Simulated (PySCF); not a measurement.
## LiPb: one state, many levels of theory

State: ⁴Σ⁻ (quartet), unpaired electrons σ ↑, π ↑↑. Set-up: Li aug-cc-pVDZ, Pb aug-cc-pVDZ-PP with ECP60; scalar-relativistic core potentials (PySCF 2.14). De refers to Li + Pb in their high-spin ground configurations, without counterpoise correction. The functionals are run spin-unrestricted. A positive dipole means Li(−)Pb(+).

| Level | Re (Å) | ωe (cm⁻¹) | De (eV) | μ (D) |
| --- | --- | --- | --- | --- |
| UHF | 2.681 | 330 | 0.93 | -6.20 |
| UHF-MP2 | 2.649 | 342 | 1.37 | n/a |
| UHF-SCS-MP2 | 2.643 | 341 | 1.22 | n/a |
| UHF-CCSD | 2.655 | 337 | 1.34 | n/a |
| UHF-CCSD(T) | 2.656 | 337 | 1.37 | n/a |
| PBE | 2.663 | 326 | 1.36 | -4.86 |
| BP86 | 2.673 | 324 | 1.38 | -5.12 |
| r²SCAN | 2.649 | 337 | 1.52 | -5.49 |
| r²SCANh | 2.643 | 340 | 1.52 | -5.60 |
| B3LYP | 2.652 | 330 | 1.22 | -5.20 |
| PBE0 | 2.643 | 338 | 1.34 | -5.30 |
| HSE06 | 2.650 | 334 | 1.35 | -5.27 |

Q: Which functional lies closest to UHF-CCSD(T) in De, which farthest, and by how much do they differ from it?

A: Closest is BP86 (+1.7 pm in Re, -3.9 % in ωe, +0.01 eV in De against UHF-CCSD(T) in the same basis), farthest B3LYP (-0.4 pm in Re, -2.1 % in ωe, -0.15 eV in De). CCSD(T) converges more slowly with the basis than the functionals do and binds too weakly in this one, so the order can change at the basis-set limit.

Q: What does a quarter of exact exchange do here, going from PBE to PBE0?

A: PBE0 less PBE: -2.0 pm in Re, +3.7 % in ωe, -0.02 eV in De. Exact exchange removes part of the self-interaction that spreads semilocal densities, and in most molecules shortens and stiffens the bond and lowers De; so it does here.

Q: What does second-order correlation do here, going from UHF to UHF-MP2?

A: UHF-MP2 less UHF: -3.2 pm in Re, +3.6 % in ωe, +0.44 eV in De. Correlation nearly always deepens the well. The bond shortens, as in weak, metallic or heavy-atom bonds, where dispersion and the correlation of outer-core electrons pull the atoms together.

Correlated steps freeze 4 core orbitals. Correlated levels converge slowly with the basis: in double zeta they bind strong bonds too weakly, by up to about 1 eV, and carry superposition errors of some tenths. Spin–orbit coupling is left out, which matters for elements this heavy, above all for dissociation energies. The state was picked by a PBE0 search and need not be the measured ground state.

The whole job (state search and all levels along the bond) took about 2.9 min on 1 thread of Arm Neoverse V2 (shared host), peak memory 0.74 GiB.
